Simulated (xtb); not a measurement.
xtb input (GFN1-xTB):

```bash
xtb mol.xyz --gfn 1 --opt tight --chrg 0 --uhf 0
```
mol.xyz:
```
8

F     -1.80754441     0.61702669     1.08449588
C     -1.33179886    -0.05552002     0.02806963
F     -1.74699147    -1.32633899     0.11364742
F     -1.84771333     0.48410339    -1.08428290
Ge     0.67799096     0.02826408    -0.01428966
F      1.22468092     1.64782292    -0.12367705
F      1.30181551    -0.82770892    -1.36038012
F      1.35298418    -0.65838626     1.40229137
```

Output:

```
           -------------------------------------------------
          |                Calculation Setup                |
           -------------------------------------------------

           -------------------------------------------------
          |                 G F N 1 - x T B                 |
           -------------------------------------------------

        Reference                      10.1021/acs.jctc.7b00118
      * Hamiltonian:
        H0-scaling (s, p, d)           1.850000    2.250000    2.000000
        zeta-weighting                 0.000000
      * Dispersion:
        s8                             2.400000
        a1                             0.630000
        a2                             5.000000
        s9                             0.000000
      * Repulsion:
        kExp                           1.500000
        rExp                           1.000000
      * Coulomb:
        alpha                          2.000000
        third order                    atomic
        anisotropic                    false
      * Halogen bond correction:
        rad-scale                      1.300000
        damping                        0.440000

          ...................................................
          :                      SETUP                      :
          :.................................................:
          :  # basis functions                  38          :
          :  # atomic orbitals                  37          :
          :  # shells                           17          :
          :  # electrons                        50          :
          :  # halogen bonds                     0          :
          :  max. iterations                   250          :
          :  Hamiltonian                  GFN1-xTB          :
          :  restarted?                      false          :
          :  GBSA solvation                  false          :
          :  PC potential                    false          :
          :  electronic temp.          300.0000000     K    :
          :  accuracy                    1.0000000          :
          :  -> integral cutoff          0.2500000E+02      :
          :  -> integral neglect         0.1000000E-07      :
          :  -> SCF convergence          0.1000000E-05 Eh   :
          :  -> wf. convergence          0.2000000E-04 e    :
          :  Broyden damping             0.4000000          :
          :  net charge                          0          :
          :  unpaired electrons                  0          :
          ...................................................

 iter      E             dE          RMSdq      gap      omega  full diag
   1    -34.5031826 -0.345032E+02  0.645E+00    5.71       0.0  T
   2    -34.5830142 -0.798316E-01  0.441E+00    7.00       1.0  T
   3    -34.5298974  0.531169E-01  0.334E+00    5.51       1.0  T
   4    -34.6129344 -0.830371E-01  0.223E+00    6.72       1.0  T
   5    -34.7421478 -0.129213E+00  0.198E-01    6.10       1.0  T
   6    -34.7420237  0.124116E-03  0.150E-01    6.15       1.0  T
   7    -34.7422529 -0.229205E-03  0.302E-02    6.12       1.2  T
[...]

    * Orbital Energies and Occupations

         #    Occupation            Energy/Eh            Energy/eV
      -------------------------------------------------------------
         1        2.0000           -0.9459323             -25.7401
       ...           ...                  ...                  ...
        13        2.0000           -0.6195027             -16.8575
        14        2.0000           -0.6014890             -16.3673
        15        2.0000           -0.6014890             -16.3673
        16        2.0000           -0.5983681             -16.2824
        17        2.0000           -0.5841861             -15.8965
        18        2.0000           -0.5841861             -15.8965
        19        2.0000           -0.5787397             -15.7483
        20        2.0000           -0.5660635             -15.4034
        21        2.0000           -0.5660635             -15.4034
        22        2.0000           -0.5544186             -15.0865
        23        2.0000           -0.5534362             -15.0598
        24        2.0000           -0.5534362             -15.0598
        25        2.0000           -0.5166966             -14.0600 (HOMO)
        26                         -0.2691430              -7.3238 (LUMO)
        27                         -0.2083571              -5.6697
        28                         -0.2083571              -5.6697
        29                         -0.1948781              -5.3029
        30                         -0.1948781              -5.3029
        31                         -0.1533954              -4.1741
        32                         -0.0498632              -1.3568
        33                         -0.0498632              -1.3568
        34                         -0.0041961              -0.1142
        35                          0.0463194               1.2604
        36                          0.0463194               1.2604
        37                          0.1055147               2.8712
      -------------------------------------------------------------
                  HL-Gap            0.2475536 Eh            6.7363 eV
             Fermi-level           -0.3929198 Eh          -10.6919 eV

  Mulliken/CM5 charges         n(s)   n(p)   n(d)
     1F    -0.21145 -0.23146   1.800  5.411  0.000
     2C     0.60830  0.67761   1.053  2.338  0.000
     3F    -0.21145 -0.23146   1.800  5.411  0.000
     4F    -0.21145 -0.23146   1.800  5.411  0.000
     5Ge    0.78017  0.79998   1.242  1.273  0.706
     6F    -0.25137 -0.26107   1.819  5.432  0.000
     7F    -0.25137 -0.26107   1.819  5.432  0.000
     8F    -0.25137 -0.26107   1.819  5.432  0.000

Wiberg/Mayer (AO) data.
largest (>0.10) Wiberg bond orders for each atom

 ---------------------------------------------------------------------------
     #   Z sym  total        # sym  WBO       # sym  WBO       # sym  WBO
 ---------------------------------------------------------------------------
     1   9 F    1.144 --     2 C    0.945
     2   6 C    3.694 --     1 F    0.945     3 F    0.945     4 F    0.945
                             5 Ge   0.683
     3   9 F    1.144 --     2 C    0.945
     4   9 F    1.144 --     2 C    0.945
     5  32 Ge   4.192 --     8 F    1.071     6 F    1.071     7 F    1.071
                             2 C    0.683
     6   9 F    1.255 --     5 Ge   1.071
     7   9 F    1.255 --     5 Ge   1.071
     8   9 F    1.255 --     5 Ge   1.071
 ---------------------------------------------------------------------------

Topologies differ in total number of bonds
Writing topology from bond orders to xtbtopo.mol

 dipole moment from electron density (au)
     X       Y       Z
  -0.4546  -0.0190   0.0096  total (Debye):    1.157

           -------------------------------------------------
          |                Geometry Summary                 |
           -------------------------------------------------

      molecular mass/u    :      198.6287050
   center of mass at/Å    :        0.0123413       0.0005145      -0.0002601
  moments of inertia/u·Å² :        0.2246030E+03   0.4488726E+03   0.4488726E+03
rotational constants/cm⁻¹ :        0.7505524E-01   0.3755549E-01   0.3755549E-01

 * 7 selected distances

     #   Z          #   Z                                           value/Å
     1   9 F        2   6 C                                       1.3279449 (min)
     2   6 C        3   9 F                                       1.3279449
     2   6 C        4   9 F                                       1.3279449
     2   6 C        5  32 Ge                                      1.9709071 (max)
     5  32 Ge       6   9 F                                       1.6908595
     5  32 Ge       7   9 F                                       1.6908595
     5  32 Ge       8   9 F                                       1.6908595

 * 3 distinct bonds (by element types)

   Z      Z             #   av. dist./Å        max./Å        min./Å
   6 C    9 F           3     1.3279449     1.3279449     1.3279449
   6 C   32 Ge          1     1.9709071     1.9709071     1.9709071
   9 F   32 Ge          3     1.6908595     1.6908595     1.6908595

optimized geometry written to: xtbopt.xyz

           -------------------------------------------------
          | TOTAL ENERGY              -34.701634032197 Eh   |
          | GRADIENT NORM               0.000064313534 Eh/α |
          | HOMO-LUMO GAP               6.736277304472 eV   |
           -------------------------------------------------

------------------------------------------------------------------------
------------------------------------------------------------------------
 total:
 SCF:
Note: The following floating-point exceptions are signalling: IEEE_DENORMAL
normal termination of xtb
 ANC optimizer:
```
